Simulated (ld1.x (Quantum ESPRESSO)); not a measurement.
# Which change was made? (Nd, RRKJ)

ld1.x (Quantum ESPRESSO) 7.5 input, shortened:

```
&input
   title='Nd', zed=60., rel=1, dft='PZ', iswitch=3,
   config='[Xe] 4f4 5d0 6s0 6p0'
 /
 &inputp
   pseudotype=2, tm=.false., rho0=0.02, lloc=-1, rcloc=1.70,
   nlcc=.true., new_core_ps=.true., rcore=1.00
 /
4
5S  1  0   2.00   0.00  1.60  1.60  0.0
5P  2  1   6.00   0.00  2.50  2.50  0.0
5D  3  2   0.00   0.00  2.85  2.85  0.0
4F  4  3   4.00   0.00  1.10  1.10  0.0
 &test
   configts(1)='4f4 5s2 5p6 5d0 6s0 6p0'
 /
```

Cutoffs, loose and tight: the cutoffs (Ry, on a coarse ladder) from which the occupation-weighted sum of valence levels, in a spherical-Bessel basis at the reference potential, stays within 10 and 1 mRy of its value at 400 Ry. They do not see the model core or the augmentation charge, which bear on the density cutoff. Test errors are all-electron minus pseudo excitation energies from the reference, over the configurations 4f4 5s2 5p6 5d0 6s2 6p0; 4f4 5s2 5p6 5d0 6s1 6p0; 4f3 5s2 5p6 5d0 6s0 6p0; 4f4 5s2 5p6 5d0 6s0 6p2; 4f4 5s2 5p6 5d0 6s1 6p1; 4f3 5s2 5p6 5d0 6s2 6p0; 4f4 5s1 5p6 5d0 6s2 6p0 (two spin-polarised tests are not counted in the largest error); variants that change the core or the reference have their own tests.

The base gives: outcome: generated; cutoff, loose: 180 Ry; cutoff, tight: 230 Ry; bound ghosts: none; largest test error (meV): +1197.

Q: After one change the result is: outcome: generated; cutoff, loose: 80 Ry; cutoff, tight: 120 Ry; bound ghosts: none; largest test error (meV): +1392. Which change was it?
A. wave 4f (bound): rc 1.10 bohr becomes 4f (bound): rc 0.88 bohr
B. wave 4f (bound): rc 1.10 bohr becomes 4f (bound): rc 1.64 bohr
C. wave 4f (bound): rc 1.10 bohr becomes 4f (bound): rc 1.34 bohr

A: B. The others give: wave 4f (bound): rc 1.10 bohr becomes 4f (bound): rc 1.34 bohr → outcome: generated; cutoff, loose: 120 Ry; cutoff, tight: 180 Ry; bound ghosts: none; largest test error (meV): +1254 | wave 4f (bound): rc 1.10 bohr becomes 4f (bound): rc 0.88 bohr → outcome: generated; cutoff, loose: 260 Ry; cutoff, tight: over 300 Ry; bound ghosts: none; largest test error (meV): +1168.
